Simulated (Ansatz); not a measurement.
A structure relaxed at PBE-D4/def2-SVPD in Ansatz, charge -1, doublet:

Cartesian coordinates in Å:
```
As -0.424 0.661 1.083
As 0.133 -0.942 -0.942
Se 1.419 -2.621 -0.077
Se -2.405 1.672 0.558
Se 1.277 1.229 -0.622
```

(1) Give its formula and point group.

(2) Summarise the bond lengths by kind (pairs closer than 1.2 times the sum of covalent radii, bridged metal pairs left out).

Results:

(1) the cluster As₂Se₃⁻ (the lowest doublet isomer of a short search). Point group C2 (tolerance 0.1 Å).

(2) 4 × As–Se 2.29 to 2.47 Å; 1 × As–As 2.64 Å.

The structure comes from a short search, and lower isomers may exist.
